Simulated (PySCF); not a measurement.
# Li- (lithium, charge -1) across methods

[He] 2s2, closed-shell 1S. Computed with PySCF 2.14 in aug-cc-pVQZ (6s5p4d3f2g, 80 functions), with no relativity, point nucleus.

```tsv
method	E (hartree)	mean ε 1s (eV)	mean ε 2s (eV)	Σ⟨r²⟩ (bohr²)	⟨S²⟩
HSE06	-7.4864	-50.659	0.776	78.11	0.000
r2SCAN	-7.4958	-48.630	0.807	81.71	0.000
CAM-B3LYP	-7.4893	-52.342	-0.107	76.32	0.000
LDA	-7.3651	-46.285	0.806	84.07	0.000
PBE0	-7.4849	-51.057	0.465	77.31	0.000
PBE	-7.4801	-46.939	0.863	81.22	0.000
UHF	-7.42818	-63.198	-0.393	87.06	0.000
BHandHLYP	-7.4996	-55.350	0.187	79.47	0.000
M06	-7.5043	-51.302	0.607	75.14	0.000
```

The outer electron is barely bound at this level, so radii and moments hang on the diffuse functions.

The highest occupied level is positive at HSE06, r2SCAN, LDA, PBE0, PBE, BHandHLYP, M06: only the finite basis holds that electron, which in a density functional comes from self-interaction.
